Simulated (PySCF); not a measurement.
C7H11PSi.
SMILES with atom numbers: `[CH3:1][Si@H:2]([PH2:3])[c:4]1[cH:5][cH:6][cH:7][cH:8][cH:9]1` (hydrogens: H10, H11, H12 on C1; H13 on Si2; H14, H15 on P3; H16 on C5; H17 on C6; H18 on C7; H19 on C8; H20 on C9)

Structure used (PBE0-D3(BJ)/def2-SVP), in Å, numbered top down from 1:
```xyz
20
C7H11PSi angstrom
C      2.290   -1.541    0.245
Si     1.479   -0.157   -0.731
P      2.683    1.739   -0.389
C     -0.329    0.054   -0.263
C     -0.790   -0.273    1.022
C     -2.124   -0.076    1.376
C     -3.021    0.452    0.449
C     -2.581    0.781   -0.833
C     -1.247    0.583   -1.183
H      3.317   -1.706   -0.114
H      1.727   -2.481    0.138
H      2.347   -1.295    1.317
H      1.557   -0.427   -2.202
H      2.089    1.986    0.888
H      1.743    2.564   -1.081
H     -0.101   -0.691    1.762
H     -2.465   -0.338    2.381
H     -4.067    0.605    0.725
H     -3.282    1.192   -1.564
H     -0.916    0.841   -2.193
```

Jobs on this species (20 atoms, 82 electrons) with PySCF (density fitting). Hardware of each: x86-64 server, one thread (shared host). The host was shared with other jobs, so the times are rough.

| level and settings | work | basis functions | SCF cycles | wall time |
| --- | --- | --- | --- | --- |
| PBE0-D3(BJ)/def2-SVP, grid level 1 | geometry optimisation from a GFN2-xTB start | 189 | ? | ? |
| PBE0/pcSseg-1, IEF-PCM chloroform | shieldings, ring-centre shieldings | 222 | 13 | 46 s |
| PBE0/pcSseg-1, IEF-PCM acetonitrile | shieldings, ring-centre shieldings, charges and field gradients | 222 | 13 | 49 s |

Q: Fill in the missing figures.

A: 
- PBE0-D3(BJ)/def2-SVP, grid level 1; geometry optimisation from a GFN2-xTB start: 4.0 min, 90 SCF cycles

Q: What do all jobs in the table cost together?

A: About 5.6 min; the longest takes about 72 % of that, and about 5.2 times as long as the shortest.
